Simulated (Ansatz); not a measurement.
Input file for Ansatz (a quantum-chemistry and plane-wave program): R-revPBE/def2-TZVPPD on BH3 (SMILES B). Files ending in .json are basis or fitting sets from the Basis Set Exchange.

Ansatz 0.2 input:
```yaml
crystal:
  periodic: [false, false, false]
  atoms:
    - {symbol: B, position_ang: [0.03136769, -0.00975070, 0.78308685]}
    - {symbol: H, position_ang: [-0.32618785, 1.12448595, 0.61055323]}
    - {symbol: H, position_ang: [-0.60365351, -0.85136717, 0.20429427]}
    - {symbol: H, position_ang: [1.22842286, -0.17276101, 0.77163887]}
basis:
  gaussian:
    orbitals: def2-TZVPPD.json
hamiltonian:
  xc: {name: revPBE}
scf: {lower_state_search: off}
```

The log:

```
WARN ansatz: RAYON_NUM_THREADS=1 ignored (pool sized by the plan → 1); use --threads N
Functional definition: revPBE
these checks for a lower state are left out or cut short: stability, starts, cluster_reference, orbital_swaps, neighbouring_geometries, increment
integrals: 0.01 GiB planned
342 factors; their error is unknown
mean field: 0.14 GiB planned
mean field evaluation 1: about -721.9863 eV, gradient 2.0e1 eV
mean field evaluation 2: about -722.5051 eV, gradient 1.6e1 eV
mean field evaluation 4: about -723.5036 eV, gradient 4.7e-1 eV
mean field evaluation 8: about -723.4923 eV, gradient 1.6e-3 eV
mean field -723.49226809 eV, -26.5878504517 hartree, gradient 8.4e-6 eV, S^2 0.000000; 0 other end points of the search recorded, 0 dependent functions left out
reference -723.49231363 eV, -26.5878521251 hartree; 4, 4 occupied and 84, 84 virtual orbitals, 342 factors
Total energy: -723.49231363 eV, -26.5878521251 hartree
Checks for a lower state left out: stability, starts, cluster_reference, orbital_swaps, neighbouring_geometries, increment
```

The run converged.

Cost: very roughly 0.29 core-seconds.
